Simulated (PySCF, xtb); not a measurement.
Ge(Cl)2(OH)2 (Cl2GeH2O2), SMILES [OH][Ge]([OH])([Cl])[Cl].

GFN2-xTB (xtb 6.7.1) at its own geometry gives an orbital gap of 6.02 eV and a dipole moment of 1.82 D.

Coordinates come from a r2SCAN-D4/def2-SVP optimisation. One conformer was computed; it need not be the lowest.

What does PBE/def2-TZVP (PySCF) give? (An estimate is asked for; the answer gives what the named calculation found.)

gap 5.50 eV (levels -7.75 and -2.25 eV), dipole 1.66 D.
